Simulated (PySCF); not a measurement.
# Hartree-Fock beside MP2: CF2H3Si anion

These are calculations, not measurements. They come from PySCF 2.14.0, an open-source quantum chemistry program, on an isolated molecule that a program drew, which may never have been made. The molecule is CF2H3Si anion (charge -1, singlet), drawn as the SMILES string `C[Si-](F)F`.

The geometry was optimised and harmonic frequencies were computed with HF and MP2, all in the aug-cc-pV(D+d)Z basis, for the commonest isotopes, with a restricted reference for singlets and an unrestricted one otherwise, and a frozen core in MP2. Each result is a local minimum of its method.

Geometry at the HF minimum:
```xyz
7
CF2H3Si anion, angstrom
C     1.7999    0.3851   -0.8830
Si    1.7504   -0.1789   -2.7397
F     0.6401   -1.4323   -2.5397
F     0.6422    0.9753   -3.2719
H     0.7879    0.5131   -0.4782
H     2.3359    1.3371   -0.7833
H     2.3271   -0.3561   -0.2697
```

Lengths of the bonds as drawn, in Å (atoms numbered as above):
| bond | HF | MP2 |
|---|---|---|
| C1-Si2 | 1.941 | 1.949 |
| Si2-F3 | 1.686 | 1.728 |
| Si2-F4 | 1.686 | 1.728 |
| C1-H5 | 1.097 | 1.107 |
| C1-H6 | 1.097 | 1.107 |
| C1-H7 | 1.097 | 1.107 |

Rotational constants, in GHz:
```
constant     HF    MP2
       A  6.488  6.136
       B  6.084  6.031
       C  3.929  3.821
```

Harmonic frequencies in cm^-1, each column in rising order, so a row needn't be the same motion in every method:
| rank | HF | MP2 |
|---|---|---|
| 1 | 167 | 157 |
| 2 | 236 | 217 |
| 3 | 275 | 246 |
| 4 | 353 | 318 |
| 5 | 616 | 587 |
| 6 | 686 | 632 |
| 7 | 698 | 640 |
| 8 | 787 | 722 |
| 9 | 805 | 736 |
| 10 | 1314 | ? |
| 11 | 1534 | 1428 |
| 12 | 1536 | 1432 |
| 13 | 3095 | 3002 |
| 14 | 3166 | 3109 |
| 15 | 3169 | 3111 |

**Estimate the missing MP2 frequency from the HF column.**

A single factor s that minimises the squared misfit of MP2 against s times HF over the other rows is sum(HF x MP2) / sum(HF^2) = 0.9677, with an rms misfit of 35 cm^-1. For rank 10 it gives 0.9677 x 1314 = 1272 cm^-1. The calculation gives 1188 cm^-1, 84 cm^-1 below the estimate. The drawn bonds are on average 1.4 % longer in MP2 than in HF.
